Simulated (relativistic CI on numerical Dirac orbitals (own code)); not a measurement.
**d2 in a ligand field**

Computed with a parametric ligand-field model of a d^n configuration (Racah B and C, spin-orbit zeta, crystal field), exact diagonalisation.

Field parameters in Wybourne normalisation: Oh B⁴₀ = 21Dq, B⁴₄ = √(5/14) B⁴₀; Td as Oh with Dq negative (B⁴₀ = 21Dq, B⁴₄ = √(5/14) B⁴₀). The field is a parameter set, without covalency.

**Question.** Lowest levels for B = 550, C = 2810, ζ = 2300 cm⁻¹, Td, 10Dq = -10800 cm⁻¹?

**Answer.** T2 0 (S 0.99), E 7069 (S 0.65), A2 10939 (S 1.00), T2 11345 (S 0.99), T1 12004 (S 1.00), E 14105 (S 0.63), A1 14654 (S 0.70), T2 16994 (S 0.99), T1 17613 (S 0.97) cm⁻¹, with S from ⟨S²⟩ = S(S + 1). The ground level has 1.89 electrons in the cubic e pair.

**Question.** Lowest levels for B = 450, C = 1950, ζ = 240 cm⁻¹, Oh, 10Dq = 36650 cm⁻¹?

**Answer.** E 0 (S 1.00), T2 2 (S 1.00), T1 277 (S 1.00), A1 407 (S 1.00), T2 6856 (S 0.00), E 6892 (S 0.00), A1 16140 (S 0.00), A2 35503 (S 1.00), T2 35562 (S 1.00) cm⁻¹, with S from ⟨S²⟩ = S(S + 1). The ground level has 0.00 electrons in the cubic e pair.

**Question.** Lowest levels for B = 470, C = 2180, ζ = 660 cm⁻¹, Oh, 10Dq = 10800 cm⁻¹?

**Answer.** E 0 (S 1.00), T2 66 (S 1.00), T1 971 (S 1.00), A1 1398 (S 1.00), T2 7774 (S 0.17), E 8124 (S 0.03), A2 10166 (S 1.00), T2 10531 (S 0.94), T1 10674 (S 1.00) cm⁻¹, with S from ⟨S²⟩ = S(S + 1). The ground level has 0.05 electrons in the cubic e pair.

**Question.** Lowest levels for B = 410, C = 1520, ζ = 780 cm⁻¹, Oh, 10Dq = 6500 cm⁻¹?

**Answer.** E 0 (S 0.99), T2 147 (S 0.99), T1 1292 (S 1.00), A1 1845 (S 1.00), T2 5607 (S 0.67), A2 6326 (S 1.00), E 6709 (S 0.09), T1 6960 (S 1.00), E 7064 (S 1.00) cm⁻¹, with S from ⟨S²⟩ = S(S + 1). The ground level has 0.10 electrons in the cubic e pair.

**Question.** Lowest levels for B = 690, C = 3100, ζ = 3600 cm⁻¹, Oh, 10Dq = 37950 cm⁻¹?

**Answer.** E 0 (S 0.97), T2 333 (S 0.97), T1 5358 (S 1.00), A1 6522 (S 0.97), T2 13965 (S 0.13), E 14438 (S 0.12), A1 28490 (S 0.18), A2 38178 (S 1.00), T2 39141 (S 0.98) cm⁻¹, with S from ⟨S²⟩ = S(S + 1). The ground level has 0.04 electrons in the cubic e pair.
